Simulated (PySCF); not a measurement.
**Ni+: ionisation energy**

Ni+ [Ar] 3d9 (2D) → Ni(2+) [Ar] 3d8 (3F), as a difference of total energies. Computed with PySCF 2.14 in pcseg-2 (6s4p3d2f1g, 56 functions), with the non-relativistic Hamiltonian (point nucleus). Correlated levels: valence: [Ar] frozen. The calculations carry no spin-orbit coupling.

```csv
method,ionisation energy (eV)
UHF,15.128
LDA,19.707
r2SCAN,18.093
MP2 (valence),18.293
SCS-MP2 (valence),17.981
```

Q: How much does correlation contribute at MP2 (valence)?

A: 18.293 − (15.128) = 3.165 eV, measured against UHF.

These non-relativistic numbers lack the scalar-relativistic shift.

The reference lies between the lowest fine-structure levels, while these numbers refer to the centres of the terms.

Errors of the correlated levels include the incompleteness of this basis and the frozen core.

For comparison: 18.169 eV (measured; NIST Atomic Spectra Database, ionization energies).
